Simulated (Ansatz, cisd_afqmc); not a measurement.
System: C, charge 1, doublet.

Total energies in aug-cc-pVDZ, 3 correlated electrons, 1 frozen orbitals. UHF or UKS for unpaired electrons; spin-orbit terms are left out. Cores are frozen in correlated methods. No relativity. AFQMC/CISD: phaseless, guided by CISD from CCSD amplitudes; bars are statistical, one sigma. Outlying blocks are dropped, and bars are widened where a walk drifts. Over all cases where full CI ran beside it in this data, AFQMC minus full CI had a median of +0.1 mEh and passed +0.4 mEh in a tenth of the cases. Full CI freezes restricted core orbitals and the other rows unrestricted ones, which leaves a small offset even where coupled cluster is exact.

```
method         program        energy (Eh)  error against FCI (mEh)
----------  ----------  -----------------  -----------------------
HF              Ansatz          -37.29025                    68.17
MP2             Ansatz          -37.33191                    26.51
CCSD            Ansatz          -37.35751                     0.91
CCSD(T)         Ansatz          -37.35820                     0.22
CCSDT           Ansatz          -37.35845                    -0.03
AFQMC/CISD  cisd_afqmc  -37.3584 ± 0.0001                0.1 ± 0.1
FCI             Ansatz          -37.35842                     0.00
```

Ansatz is a program for electronic structure.
